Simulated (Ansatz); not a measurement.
System: sum formula H$_{9}$Si$_{4}$O, charge 0, multiplicity 2. It need not be the lowest isomer of its formula. 
Geometry from a B3LYP-D3(BJ)/def2-TZVP (Ansatz, an electronic-structure program) optimisation:
```xyz
14

O     -0.6380    -0.5312    -1.7821
Si     0.0356     0.0162    -0.4344
Si    -1.6127    -1.2085     0.8358
Si     2.1402    -0.8663     0.1742
Si    -0.2718     2.2975     0.0946
H     -1.3247    -0.9528     2.2705
H     -1.4692    -2.6458     0.5327
H     -2.9528    -0.6999     0.4837
H      2.4471    -0.4440     1.5634
H      2.1172    -2.3457     0.1028
H      3.1950    -0.3436    -0.7278
H     -1.7022     2.6640    -0.0233
H      0.5334     3.1473    -0.8157
H      0.1828     2.5259     1.4887
```
Charge 0, spin multiplicity 2.

Quantity: atomisation energy (electronic, to ground-state atoms), in kJ/mol. Correlated levels leave the core frozen unless marked. Open shells are spin-unrestricted. Spin-orbit coupling is left out. No relativistic terms. The coupled-cluster limit lacks core correlation, which all-electron functionals hold. Basis-set limits of correlation are two-point, X^-3; Hartree-Fock from the larger set.

```csv
level,program,atomisation energy (kJ/mol)
SVWN5/def2-TZVPD,Ansatz,4565.7
```

Task: What does CCSD(T)/CBS(cc-pV(T+d)Z,cc-pV(Q+d)Z) (Ansatz) give?

Result: 4102.2 kJ/mol
